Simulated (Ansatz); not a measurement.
Mulliken charges of `O[B]Br` radical from ωB97M-V/def2-TZVPP in Ansatz (PBE0-D4/def2-TZVP geometry).

```csv
atom,x (Å),y (Å),z (Å),charge (e)
O1,0.186,0.614,-0.539,-0.173
B2,-0.342,-0.246,0.329,0.024
Br3,0.616,-1.764,0.970,-0.072
H4,-0.404,1.335,-0.780,0.222
```

Question: By hand: the dipole of these point charges (1 e Å = 4.8032 D).

Answer: Σ q r = (-0.174, 0.311, -0.142) e Å, of length 0.384 e Å = 1.84 D.

Question: How does the dipole of the full density compare? (Estimate.)

Answer: The calculation gave: (-0.175, 0.372, -0.185) e Å, 2.17 D; the point charges give 0.85 times that, at 4° from its direction.

Point charges leave out the atoms' own dipoles, such as those of lone pairs, and Mulliken's split depends on the basis, so the two needn't agree.
